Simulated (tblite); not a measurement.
Species: C2H9Al2Cl3Si.
SMILES with atom numbers: `[CH3:1][C@@H:2]([SiH3:3])[Al-:4]1([Cl:5])[Cl+:6][AlH2-:7][Cl+:8]1` (hydrogens: H9, H10, H11 on C1; H12 on C2; H13, H14, H15 on Si3; H16, H17 on Al7)

Computed with GFN2-xTB (tblite), gas phase: L-BFGS steps from a force-field or distance-geometry start until the largest atomic force falls under 0.01 eV/Å.

The end geometry, which sets the zero of energy:
```
atom  x, y, z in Å
C1     -0.7694    1.0587    0.9235
C2     -0.9020   -0.4401    0.6028
Si3    -2.3079   -0.7673   -0.6469
Al4     0.7682   -1.2764   -0.0916
Cl5     1.1103   -3.1954   -0.6409
Cl6     2.4785   -0.5217    1.1637
Al7     2.8894    1.0287   -0.3045
Cl8     1.5084    0.1180   -1.7116
H9     -0.0097    1.2354    1.6879
H10    -0.4825    1.6244    0.0357
H11    -1.7120    1.4679    1.2875
H12    -1.2116   -0.9541    1.5244
H13    -2.4489   -2.2131   -0.8378
H14    -3.5629   -0.2164   -0.1240
H15    -2.0087   -0.1245   -1.9328
H16     4.3250    0.8073   -0.8277
H17     2.3288    2.3806    0.1812
```

**Question.** These geometries come from the run, each turned onto the end geometry. Order them by energy, lowest first.
A.
```
atom  x, y, z in Å
C1     -0.8022    1.0884    0.9255
C2     -0.9045   -0.4156    0.6248
Si3    -2.2777   -0.7830   -0.6455
Al4     0.7643   -1.2666   -0.0610
Cl5     1.0671   -3.1787   -0.6528
Cl6     2.5105   -0.5474    1.1451
Al7     2.9091    1.0080   -0.3222
Cl8     1.4596    0.1558   -1.6872
H9     -0.1033    1.2858    1.7409
H10    -0.4640    1.6413    0.0484
H11    -1.7705    1.4947    1.2161
H12    -1.2253   -0.9236    1.5460
H13    -2.3396   -2.2311   -0.8747
H14    -3.5683   -0.3163   -0.1217
H15    -2.0038   -0.1046   -1.9193
H16     4.3016    0.7590   -0.9428
H17     2.4398    2.3460    0.2693
```
B.
```
atom  x, y, z in Å
C1     -1.0480    1.1193    1.0480
C2     -0.9631   -0.3674    0.6566
Si3    -2.2518   -0.8465   -0.6631
Al4     0.7388   -1.0874   -0.0686
Cl5     1.0488   -2.9903   -0.6954
Cl6     2.5113   -0.4190    1.1466
Al7     3.1884    0.9178   -0.4297
Cl8     1.4916    0.3320   -1.6595
H9     -0.3442    1.3588    1.8491
H10    -0.8265    1.7746    0.2026
H11    -2.0510    1.3575    1.4147
H12    -1.2173   -0.9597    1.5480
H13    -2.2150   -2.2936   -0.9022
H14    -3.6048   -0.4928   -0.2244
H15    -1.9500   -0.1135   -1.8980
H16     4.4877    0.3358   -1.0216
H17     2.9982    2.3864   -0.0143
```
C.
```
atom  x, y, z in Å
C1     -1.1685    0.9723    1.0834
C2     -1.0490   -0.4579    0.5627
Si3    -2.3311   -0.8693   -0.7496
Al4     0.8051   -0.7512   -0.0560
Cl5     1.2702   -2.8032   -0.4622
Cl6     2.3247    0.1288    1.3197
Al7     3.3629    0.9314   -0.4630
Cl8     1.4532    0.7473   -1.5523
H9     -0.3130    1.1432    1.7528
H10    -1.1862    1.6928    0.2501
H11    -2.0723    1.0161    1.6943
H12    -1.2796   -1.1093    1.4219
H13    -2.4197   -2.3202   -0.9104
H14    -3.6285   -0.4185   -0.2284
H15    -2.0813   -0.1687   -2.0129
H16     4.3894   -0.1186   -1.0470
H17     3.9165    2.3970   -0.3144
```
D.
```
atom  x, y, z in Å
C1     -0.7742    1.0667    0.9184
C2     -0.9008   -0.4383    0.6182
Si3    -2.2967   -0.7786   -0.6411
Al4     0.7623   -1.2686   -0.0939
Cl5     1.1008   -3.1872   -0.6457
Cl6     2.4803   -0.5381    1.1566
Al7     2.8842    1.0187   -0.3024
Cl8     1.4835    0.1405   -1.7065
H9     -0.0414    1.2525    1.7061
H10    -0.4571    1.6193    0.0316
H11    -1.7247    1.4907    1.2421
H12    -1.2049   -0.9408    1.5472
H13    -2.4127   -2.2219   -0.8609
H14    -3.5635   -0.2540   -0.1203
H15    -1.9948   -0.1050   -1.9110
H16     4.3038    0.7837   -0.8591
H17     2.3488    2.3725    0.2097
```
E.
```
atom  x, y, z in Å
C1     -0.9001    1.1114    0.9811
C2     -0.9478   -0.3868    0.6398
Si3    -2.2838   -0.8100   -0.6617
Al4     0.7382   -1.1848   -0.0677
Cl5     1.0542   -3.1131   -0.6072
Cl6     2.5546   -0.5475    1.1049
Al7     3.0502    0.9678   -0.3651
Cl8     1.4665    0.2488   -1.6653
H9     -0.2022    1.3088    1.7960
H10    -0.5772    1.6974    0.1219
H11    -1.8810    1.4747    1.2833
H12    -1.2603   -0.9256    1.5457
H13    -2.2456   -2.2583   -0.8876
H14    -3.6138   -0.4174   -0.1818
H15    -2.0216   -0.1252   -1.9335
H16     4.4021    0.6327   -1.0364
H17     2.6608    2.3392    0.2226
```

**Answer.** D (0.003 eV), A (0.010 eV), E (0.026 eV), B (0.055 eV), C (0.521 eV).

In the order of the answer:

```
step  E above end (eV)  largest force (eV/Å)  rms force component (eV/Å)  rms distance from end (Å)  rms bond change (Å)  bond most changed (Å)
  89             0.003                  0.06                       0.017                      0.031                0.002         Al4–Cl6 -0.005
  75             0.010                  0.12                       0.033                      0.078                0.004         Al4–Cl6 -0.011
  63             0.026                  0.07                       0.022                      0.173                0.002         Cl6–Al7 -0.006
  49             0.055                  0.14                       0.047                      0.324                0.003          C2–Al4 -0.008
   1             0.521                  1.92                       0.399                      0.634                0.037         Al4–Cl5 +0.118
```

The cost below is that of the whole relaxation. Time: 2.7 s wall. Hardware: one thread, Arm Neoverse N1 (aarch64), no GPU, shared host with 64 logical CPUs at a one-minute load of 58.
